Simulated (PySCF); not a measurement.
CdMe(OMe), C2H6CdO (singlet state).
Bonds: Cd1–C2, Cd1–O6, O6–C7. Hydrogens: H3, H4, H5 on C2; H8, H9, H10 on C7.

Method: PBE0-D3(BJ)/def2-SVP geometry optimisation, gas phase, def2 core potentials past Kr in PySCF; density fitting, grid level 1; the optimiser is geomeTRIC in internal coordinates, started from a GFN1-xTB structure with every atom displaced at random (about 0.03 Å).

At the end of the run (lengths in Å): C7–H9 1.108, Cd1–O6 1.975, C2–H4 1.099, Cd1–C2 2.088, C7–H8 1.112, O6–C7 1.385, C2–H3 1.100, C2–Cd1–O6 175.5°, Cd1–O6–C7 126.5°, H3–C2–H4 108.7°, Cd1–C2–H3 109.9°.

Question: These geometries were met on the way; a selection of coordinates is given. Order them by energy above the end point, lowest first.
A. C7–H9 1.128, Cd1–O6 1.956, C2–H4 1.097, Cd1–C2 2.087, C7–H8 1.116, O6–C7 1.378, C2–H3 1.098, C2–Cd1–O6 172.5°, Cd1–O6–C7 133.3°, H3–C2–H4 107.6°, Cd1–C2–H3 113.6°
B. C7–H9 1.041, Cd1–O6 2.035, C2–H4 1.146, Cd1–C2 2.072, C7–H8 1.089, O6–C7 1.370, C2–H3 1.107, C2–Cd1–O6 139.1°, Cd1–O6–C7 142.2°, H3–C2–H4 114.4°, Cd1–C2–H3 111.9°
C. C7–H9 1.117, Cd1–O6 1.971, C2–H4 1.098, Cd1–C2 2.086, C7–H8 1.113, O6–C7 1.379, C2–H3 1.099, C2–Cd1–O6 175.7°, Cd1–O6–C7 131.2°, H3–C2–H4 108.1°, Cd1–C2–H3 111.8°
D. C7–H9 1.106, Cd1–O6 1.970, C2–H4 1.096, Cd1–C2 2.121, C7–H8 1.112, O6–C7 1.382, C2–H3 1.095, C2–Cd1–O6 146.8°, Cd1–O6–C7 140.3°, H3–C2–H4 110.7°, Cd1–C2–H3 114.3°
E. C7–H9 1.123, Cd1–O6 1.965, C2–H4 1.089, Cd1–C2 2.113, C7–H8 1.116, O6–C7 1.381, C2–H3 1.095, C2–Cd1–O6 156.4°, Cd1–O6–C7 138.1°, H3–C2–H4 108.8°, Cd1–C2–H3 114.9°

Answer: C (0.009 eV), A (0.027 eV), E (0.128 eV), D (0.245 eV), B (0.568 eV).

```json
{"step": "4", "E above end (eV)": "0.009", "rms distance from the end, all atoms (Å)": "0.054", "largest force (eV/Å)": "0.271", "rms shift of all bonds from the end (Å)": "0.004"}
{"step": "3", "E above end (eV)": "0.027", "rms distance from the end, all atoms (Å)": "0.108", "largest force (eV/Å)": "0.612", "rms shift of all bonds from the end (Å)": "0.010"}
{"step": "2", "E above end (eV)": "0.128", "rms distance from the end, all atoms (Å)": "0.302", "largest force (eV/Å)": "0.514", "rms shift of all bonds from the end (Å)": "0.011"}
{"step": "1", "E above end (eV)": "0.245", "rms distance from the end, all atoms (Å)": "0.405", "largest force (eV/Å)": "0.702", "rms shift of all bonds from the end (Å)": "0.011"}
{"step": "0", "E above end (eV)": "0.568", "rms distance from the end, all atoms (Å)": "0.477", "largest force (eV/Å)": "2.889", "rms shift of all bonds from the end (Å)": "0.036"}
```

Rows stand in the order of the answer.
